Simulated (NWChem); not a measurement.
Species: C2H4ClFSi; SMILES Cl/C=C(/[SiH3])F

```xyz
9

F     -1.5199    -0.1955     0.0000
C     -0.1840    -0.4044     0.0000
Si     0.3538    -2.2176     0.0000
C      0.6697     0.6433     0.0000
Cl     0.1511     2.2909     0.0000
H     -0.1848    -2.9052     1.2221
H     -0.1848    -2.9052    -1.2221
H      1.8549    -2.2520     0.0000
H      1.7583     0.4889     0.0000
```
Atoms are numbered in this order, from 1.

All runs use the structure optimised with PBE-D3(BJ)/def2-SVP.

Symmetry labels are those of Cs in the frame above (b1 and b2, or b-type labels, depend on it). States above −ε(HOMO) = 6.3 eV lie in this functional's continuum and hang on the basis.

**Question.** List the 6 lowest vertical singlet excitations from PBE/6-31+G* (spherical d), full TDDFT (NWChem).

**Answer.** 
| state | energy (eV) | oscillator strength | symmetry | leading excitation (squared amplitude) |
|---|---|---|---|---|
| S1 | 5.40 | 0.001 | a" | HOMO → LUMO+1 (0.93) |
| S2 | 5.70 | 0.000 | a" | HOMO → LUMO+2 (0.93) |
| S3 | 5.95 | 0.331 | a' | HOMO → LUMO (0.88) |
| S4 | 6.10 | 0.003 | a" | HOMO → LUMO+3 (0.96) |
| S5 | 6.14 | 0.000 | a" | HOMO−1 → LUMO (0.96) |
| S6 | 6.62 | 0.000 | a" | HOMO → LUMO+4 (0.86) |
